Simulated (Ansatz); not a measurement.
Consider the redistribution: `CB1O[SiH2]1` + `NC1[SiH2]S1` → `CB1O[SiH]1N` + `C1[SiH2]S1`.

Computed with Ansatz on PBE0-D4/def2-TZVP structures; ΔE is electronic, products minus reactants. CCSD(T)/CBS is the MP2 limit (def2-TZVPP, def2-QZVPP) plus CCSD(T) − MP2 in def2-TZVPP, frozen cores. Functionals use def2-TZVPP. B3LYP here is the variant with VWN-RPA as its local correlation; programs differ in this. One conformer a species, not always the lowest.

Problem. Is it downhill or uphill in electronic energy at CCSD(T)/CBS, and by how much? (Estimate.)

Solution. Computed: Downhill: ΔE = -134.1 kJ/mol.

Problem. What do these levels give: PBE-D4, r2SCAN-D4, ωB97X-V, B2PLYP, PBE, B3LYP, MP2/def2-TZVPP, CCSD/def2-TZVPP, CCSD(T)/def2-TZVPP, HF/def2-QZVPP, HF/CBS(def2), CCSD/CBS(def2)? (An estimate is asked.)

Solution. Ansatz gave: PBE-D4 -113.9, r2SCAN-D4 -124.7, ωB97X-V -132.8, B2PLYP -130.6, PBE -115.0, B3LYP -125.8, MP2/def2-TZVPP -137.3, CCSD/def2-TZVPP -136.0, CCSD(T)/def2-TZVPP -131.9, HF/def2-QZVPP -142.6, HF/CBS(def2) -142.7, CCSD/CBS(def2) -138.3 kJ/mol.

Largest T1 diagnostic among the species: 0.015.

From PBE to PBE0 (25 % exact exchange), in def2-TZVPP and without D4, ΔE moves by −10.2 kJ/mol. In def2-TZVPP, CCSD(T) changes the Hartree–Fock value by +9.8 kJ/mol (the triples alone add +4.2 kJ/mol) and MP2 by +4.3 kJ/mol.
